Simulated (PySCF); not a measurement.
Electric properties by functional and basis

Species: CH8AlAs.
Geometry (PBE0-D3(BJ)/def2-SVP, Å), atoms numbered from 1 in this order:
```xyz
11
CH8AlAs angstrom
C     -1.8231    0.3282    0.1784
Al    -0.4866   -0.9857   -0.4395
As     1.7541    0.3121    0.0918
H     -2.8370   -0.0961    0.0712
H     -1.8085    1.2634   -0.4050
H     -1.7044    0.5887    1.2434
H     -0.1866   -1.1340   -2.0092
H     -0.1264   -2.2399    0.4956
H      2.0486    0.7730    1.5016
H      3.0607   -0.4083   -0.1442
H      2.1147    1.6013   -0.6100
```

PySCF, dipoles from the SCF density, polarisabilities from static response with core orbitals frozen. Isolated species at its PBE0-D3(BJ)/def2-SVP geometry, gas phase. The LDA/def2-SVPD calculation is non-relativistic and has no spin–orbit coupling, an omission that weighs most on arsenic.

**Question.** Compare the levels for these properties.

**Answer.** 

| level | μ (D) | α (au) | anisotropy (au) |
| --- | --- | --- | --- |
| LDA/def2-SVPD | 3.501 | 87.00 | 25.30 |
| PBE/def2-SVPD | 3.464 | 84.74 | 24.44 |
| B3LYP/def2-SVPD | 3.496 | 81.45 | 21.24 |
| PBE0/def2-SVPD | 3.618 | 81.02 | 21.29 |
| BHandHLYP/def2-SVPD | 3.639 | 77.87 | 18.39 |
| CAM-B3LYP/def2-SVPD | 3.625 | 79.71 | 19.25 |
| wB97X-D/def2-SVPD | 3.656 | 80.23 | 19.60 |
| LC-wPBE/def2-SVPD | 3.806 | 77.57 | 18.05 |
| HF/def2-SVPD | 3.819 | 74.17 | 15.24 |
| PBE0/6-31G* | 3.766 | 65.45 | 18.99 |
| PBE0/def2-SVP | 3.782 | 69.43 | 15.12 |
| PBE0/aug-cc-pVDZ | 3.582 | 82.55 | 21.23 |
| PBE0/def2-TZVP | 3.613 | 76.83 | 20.09 |
| PBE0/def2-TZVPD | 3.586 | 81.98 | 21.14 |

The anisotropy is √(½[(α1 − α2)² + (α2 − α3)² + (α3 − α1)²]). The dipole runs from 3.46 D (PBE/def2-SVPD) to 3.82 D (HF/def2-SVPD). No reference polarisability is at hand; against PBE0 in the largest diffuse basis at hand (def2-TZVPD) the other PBE0 rows deviate by 6-31G* -20%, def2-SVP -15%, def2-SVPD -1%, aug-cc-pVDZ +1%, def2-TZVP -6%. In one basis (def2-SVPD) the functionals order the polarisability from HF (lowest) to LDA (highest), a spread of 17%. With PBE0 the polarisability is 70.57 au without diffuse functions (mean of 6-31G*, def2-SVP and def2-TZVP) and 81.85 au with them (mean of def2-SVPD, aug-cc-pVDZ and def2-TZVPD).

Without π bonds the low states are Rydberg-like; a valence basis with one diffuse set may place them up to an eV too high.
